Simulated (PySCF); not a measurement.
## Nuclear repulsion and electron count by hand

System: SSi, charge -1, doublet, geometry from GFN2-xTB (a state made from the parent by changing its charge; the spin is typed, not shown lowest). Level: WB97X-V/6-311G** run with PySCF. Sums are taken with unrounded values, so a last digit can differ.

Coordinates (Å):

```
atom        x        y         z
----  -------  -------  --------
Si1   0.00000  0.00000  -1.11648
S2    0.00000  0.00000   0.97692
```

Problem. Work out the nuclear repulsion energy and the numbers of alpha and beta electrons.

Solution. In atomic units each pair adds Z_i Z_j / r_ij, with r in bohr (1 bohr = 0.529177 Å).
| pair | r (Å) | r (bohr) | Z_i Z_j | term (Eh) |
|---|---|---|---|---|
| Si1-S2 | 2.0934 | 3.9559 | 224 | 56.6237 |
The sum is 56.6237 Eh; PySCF gives 56.6237 Eh. The atomic numbers add up to 30, so at charge -1 there are 31 electrons; multiplicity 2 means 1 unpaired, so 16 alpha and 15 beta.
